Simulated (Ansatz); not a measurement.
The cluster Al6Cu4. The state is a singlet with charge 0. Geometry PBE-D4/def2-SVP; atoms count from 1.

Cartesian coordinates in Å:
```
Cu 0.817 -2.242 -0.743
Cu -1.010 1.914 -0.209
Cu -1.256 -1.698 0.517
Cu 1.082 1.656 -1.527
Al -0.972 0.428 1.799
Al 1.201 1.513 0.893
Al -0.390 -0.216 -1.203
Al -2.881 0.164 -0.160
Al 2.392 -0.325 -0.805
Al 1.017 -1.195 1.438
```

The restricted singlet is unstable towards broken spin symmetry in Hartree–Fock (as tested in another run); at PBE0-D4/def2-TZVP this wasn't settled. The structure comes from a short search, and lower isomers may exist.

(1) Estimate the Mulliken populations from the PBE0/def2-TZVP orbitals of Ansatz.

(2) And the Mayer bond orders between heavy atoms (over 0.3)?

Results:

(1) 
| atom | charge (e) | d electrons |
| --- | --- | --- |
| Cu1 | -0.23 | 9.79 |
| Cu2 | -0.32 | 9.79 |
| Cu3 | -0.32 | 9.79 |
| Cu4 | -0.23 | 9.79 |
| Al5 | 0.19 | – |
| Al6 | 0.16 | – |
| Al7 | 0.38 | – |
| Al8 | 0.11 | – |
| Al9 | 0.09 | – |
| Al10 | 0.16 | – |
Mulliken values depend strongly on the basis.

(2) Cu1–Cu3 0.34 (2.49 Å); Cu1–Al7 0.44 (2.40 Å); Cu1–Al9 0.46 (2.48 Å); Cu1–Al10 0.44 (2.43 Å); Cu2–Cu4 0.34 (2.49 Å); Cu2–Al5 0.43 (2.50 Å); Cu2–Al6 0.35 (2.50 Å); Cu2–Al7 0.36 (2.43 Å); Cu2–Al8 0.44 (2.56 Å); Cu3–Al5 0.43 (2.50 Å); Cu3–Al7 0.36 (2.43 Å); Cu3–Al8 0.44 (2.56 Å); Cu3–Al10 0.35 (2.50 Å); Cu4–Al6 0.44 (2.43 Å); Cu4–Al7 0.44 (2.40 Å); Cu4–Al9 0.46 (2.48 Å); Al5–Al6 0.57 (2.59 Å); Al5–Al8 0.37 (2.75 Å); Al5–Al10 0.57 (2.59 Å); Al6–Al9 0.42 (2.77 Å); Al6–Al10 0.52 (2.77 Å); Al7–Al8 0.47 (2.73 Å); Al7–Al9 0.33 (2.81 Å); Al9–Al10 0.42 (2.77 Å).
